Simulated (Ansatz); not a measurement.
The molecule TiAl, multiplicity 6 (lowest of 2S+1 = 2, 4, 6 at CCSD(T)/def2-TZVPP on PBE0 minima; our sources give no spin for the ground state, which may be another). No spin–orbit coupling. Ti is treated without relativity. The T1 diagnostic near the minimum is 0.090, so single-reference values are doubtful.

Seven points along R, fitted to fifth degree in 1/R; most abundant isotopes. In def2 and cc sets the state is the lowest found near the PBE0 minimum, followed along R.

Run with Ansatz (a program for electronic structure) with Gaussian orbitals. Each number belongs to the level named beside it.

Energies at PBE0/def2-TZVPP:

| R (Å) | E (hartree) |
|---|---|
| 2.317024 | -1091.44453699 |
| 2.379310 | -1091.44741768 |
| 2.436613 | -1091.44881685 |
| 2.501390 | -1091.44920920 |
| 2.566167 | -1091.44857447 |
| 2.640910 | -1091.44683658 |
| 2.728109 | -1091.44378287 |

Q: With a reduced mass of 17.2657 u, find the minimum, the force constant and the constants.

A: A fifth-degree polynomial in 1/R puts the minimum at r_e = 2.4915 Å with force constant 110 N/m. Then ω_e = (1/2πc)√(k/μ) = 329 cm⁻¹ and B_e = h/(8π²cμr_e²) = 0.1573 cm⁻¹; the cubic and quartic terms give α_e = 0.00082 and ω_e x_e = 1.3 cm⁻¹.
